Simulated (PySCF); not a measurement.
Isomers of C6H5FO2.

All values: PBE0/def2-SVPD (PySCF) at GFN2-xTB geometries, gas phase, one conformer each. Core orbitals are frozen in the response; Δα² is half the sum of the squared differences of the principal polarisabilities.

Question: Rank by polarisability anisotropy Δα, lowest first.
A. `[O:1]=[C:2]1[CH:3]=[C:4]([CH2:5][F:6])[C:7](=[O:8])[CH2:9]1` with C3–C4–C5–F6 0°
B. `Cc1cc(F)oc(=O)c1`
C. `C[C@H]1C(=O)C=C(F)C1=O`
D. `[F:1]/[CH:2]=[CH:3]\[C:4]1=[CH:5][O:6][CH:7]=[CH:8][O:9]1` with C2–C3–C4–C5 180°

Answer: C (5.64 Å³), A (6.77 Å³), B (7.06 Å³), D (8.78 Å³).

Question: Rank by mean static polarisability, lowest first.
A. `C[C@H]1C(=O)C=C(F)C1=O`
B. `Cc1cc(F)oc(=O)c1`
C. `[F:1]/[CH:2]=[CH:3]\[C:4]1=[CH:5][O:6][CH:7]=[CH:8][O:9]1` with C2–C3–C4–C5 180°

Answer: A (11.00 Å³), B (11.53 Å³), C (11.89 Å³).

All values together:

```json
{"SMILES": "Cc1cc(F)oc(=O)c1", "μ (D)": "5.26", "HOMO (eV)": "-7.13", "LUMO (eV)": "-1.76", "α (Å³)": "11.53", "Δα (Å³)": "7.06"}
{"SMILES": "F/C=C\\C1=COC=CO1", "μ (D)": "1.19", "HOMO (eV)": "-5.60", "LUMO (eV)": "-0.98", "α (Å³)": "11.89", "Δα (Å³)": "8.78"}
{"SMILES": "C[C@H]1C(=O)C=C(F)C1=O", "μ (D)": "0.71", "HOMO (eV)": "-7.86", "LUMO (eV)": "-3.02", "α (Å³)": "11.00", "Δα (Å³)": "5.64"}
{"SMILES": "Oc1ccc(F)cc1O", "μ (D)": "3.44", "HOMO (eV)": "-6.45", "LUMO (eV)": "-0.46", "α (Å³)": "11.44", "Δα (Å³)": "7.08"}
{"SMILES": "O=C1C=C(CF)C(=O)C1", "μ (D)": "1.25", "HOMO (eV)": "-7.71", "LUMO (eV)": "-2.96", "α (Å³)": "11.19", "Δα (Å³)": "6.77"}
```

Conformers: `[F:1]/[CH:2]=[CH:3]\[C:4]1=[CH:5][O:6][CH:7]=[CH:8][O:9]1` with C2–C3–C4–C5 180°; `[OH:1][c:2]1[cH:3][cH:4][c:5]([F:6])[cH:7][c:8]1[OH:9]` with H–O1–C2–C3 0°, C7–C8–O9–H 180°; `[O:1]=[C:2]1[CH:3]=[C:4]([CH2:5][F:6])[C:7](=[O:8])[CH2:9]1` with C3–C4–C5–F6 0°.
